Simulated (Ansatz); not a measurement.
The same ligand exchange along the group B, Al, Ga.

Calculated with Ansatz (gas phase, PBE0-D4/def2-TZVP geometries, no zero-point term in ΔE). CCSD(T)/CBS adds triple-zeta CCSD(T) − MP2 to the extrapolated MP2 energy (def2 sets, frozen cores). This one scheme is used for every species. DFT in def2-TZVPP. For Ga outer-core shells are correlated without core-valence functions, which leaves a few kJ/mol of doubt a bond. Scalar relativity is left out up to krypton. One conformer a species, not always the lowest.

```tsv
reaction	revPBE-D4 (kJ/mol)	ωB97M-V (kJ/mol)	PBE0-D4 (kJ/mol)	B97M-V (kJ/mol)	CCSD(T)/CBS(def2) (kJ/mol)
`NB(N)S` + H–F → `NB(N)F` + H₂S	-68	-87	-77	-91	-78
`[NH2][Al]([NH2])[SH]` + H–F → `[NH2][Al]([NH2])[F]` + H₂S	-67	-78	-68	-81	-75
`[NH2][Ga]([NH2])[SH]` + H–F → `[NH2][Ga]([NH2])[F]` + H₂S	3	-6	4	-10	3
```

Largest T1 diagnostic: 0.013, for `[NH2][Ga]([NH2])[F]`.
